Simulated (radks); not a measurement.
The numbers below are computed, except where a source is named.
Effect of the nuclear size on the neon ion Ne3+, [He] 2s2 2p3. Level of theory: Dirac Kohn-Sham, relativistic LDA (MacDonald-Vosko exchange, VWN5 correlation), spin-unpolarised, spherical densities, finite nucleus; open shells are shared between the two j in proportion to 2j + 1; Fermi nuclear charge, rms radius 3.0055 fm (a radial shooting solver on a logarithmic mesh with Libxc functionals). The rms radius is varied about that value; shifts are against it.

rms radius (fm)  total energy shift (eV)  density at nucleus (e/bohr^3)  1s1/2 shift (meV)
2.6058                         -0.000296                          648.9             -0.119
2.9093                        -0.0000750                          648.4             -0.030
3.0055                                 0                          648.2              0.000
3.1678                          0.000132                            648              0.053
3.7058                          0.000619                          647.3              0.248

Slopes of the eigenvalues against <r^2> in GHz/fm^2, as finite differences over the two radii next to the reference (eigenvalue slopes, not the field-shift constants of lines): 1s1/2 12.8.
